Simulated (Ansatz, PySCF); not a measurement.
Ge(OMe)(SiH3) (CH6GeOSi), SMILES [SiH3][Ge][O]C (connectivity only; charge and spin as stated), neutral, multiplicity 1.

The structure is a stationary point at B3LYP-D3(BJ)/def2-SVP. The structure was generated by enumeration; whether it is a known compound was not checked. One conformer was computed; it need not be the lowest.

Vertical ionisation energy (IE) and electron affinity (EA) in eV. Rows of orbital energies are one-electron estimates. Where ΔSCF, EOM or ADC give a negative EA the extra electron is unbound and the value depends on the basis.

```json
[
 {"level": "−ε(HOMO), −ε(LUMO), HF/def2-TZVP (PySCF)", "IE": "___", "EA": "___"},
 {"level": "−ε(HOMO), −ε(LUMO), PBE/def2-TZVP (PySCF)", "IE": "5.33", "EA": "3.32"},
 {"level": "ΔSCF, CAM-B3LYP/def2-SVPD (Ansatz), final states of multiplicity 2 and 2", "IE": "8.34", "EA": "0.84"},
 {"level": "ΔSCF, PBE/def2-SVPD (Ansatz), final states of multiplicity 2 and 2", "IE": "8.17", "EA": "0.78"}
]
```

Task: What belongs in the gaps? (Estimate from the structure and the level; the computed values follow.)

Result: 
- −ε(HOMO), −ε(LUMO), HF/def2-TZVP (PySCF), IE: 8.40
- −ε(HOMO), −ε(LUMO), HF/def2-TZVP (PySCF), EA: -0.48

Task: What vertical singlet–triplet gap does ΔSCF give with CAM-B3LYP/def2-SVPD (Ansatz, a quantum-chemistry and plane-wave program) and with PBE/def2-SVPD (Ansatz)? (Estimate from the structure and the level; the computed values follow.)

Result: 1.76 and 1.74 eV (triplet above singlet where positive).
